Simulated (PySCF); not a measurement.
**Orbital picture of Ge₂⁺**

PBE0 at R = 2.428 Å; PySCF, no relativity, basis sets Ge pcseg-1. State: quartet, unpaired electrons σ ↑, π ↑↑. Only the outer orbitals are listed.

```json
{"spin": "α", "orbital": "σg", "occ.": "1", "ε (eV)": "-22.10", "main shells (%)": "89 s, 10 p"}
{"spin": "α", "orbital": "σu", "occ.": "1", "ε (eV)": "-18.16", "main shells (%)": "95 s"}
{"spin": "α", "orbital": "σg", "occ.": "1", "ε (eV)": "-13.02", "main shells (%)": "88 p, 11 s"}
{"spin": "α", "orbital": "πu", "occ.": "1", "ε (eV)": "-12.40", "main shells (%)": "96 p"}
{"spin": "α", "orbital": "πu", "occ.": "1", "ε (eV)": "-12.40", "main shells (%)": "96 p"}
{"spin": "α", "orbital": "πg", "occ.": "0", "ε (eV)": "-8.43", "main shells (%)": "98 p"}
{"spin": "α", "orbital": "πg", "occ.": "0", "ε (eV)": "-8.43", "main shells (%)": "98 p"}
{"spin": "α", "orbital": "σu", "occ.": "0", "ε (eV)": "-5.13", "main shells (%)": "89 p, 12 d"}
{"spin": "β", "orbital": "σg", "occ.": "1", "ε (eV)": "-20.09", "main shells (%)": "91 s, 8 p"}
{"spin": "β", "orbital": "σu", "occ.": "1", "ε (eV)": "-16.37", "main shells (%)": "95 s"}
{"spin": "β", "orbital": "σg", "occ.": "0", "ε (eV)": "-9.73", "main shells (%)": "89 p, 10 s"}
{"spin": "β", "orbital": "πu", "occ.": "0", "ε (eV)": "-9.28", "main shells (%)": "98 p"}
{"spin": "β", "orbital": "πu", "occ.": "0", "ε (eV)": "-9.28", "main shells (%)": "98 p"}
```

Which are the highest filled and the lowest empty level, where do they sit, and how wide is the gap?

Highest filled α πu at -12.40 eV (in %: 96 p); lowest empty β σg at -9.73 eV (in %: 89 p, 10 s); the gap at PBE0 is 2.67 eV.

The bond order (Mayer) is 1.72, the ⟨S²⟩ is 3.752 and the polarisability along the bond is 97.3 bohr³. The polarisability across the bond is 35.5 bohr³.

Spin–orbit coupling is left out. The state was picked by a PBE0 search and need not be the measured ground state.
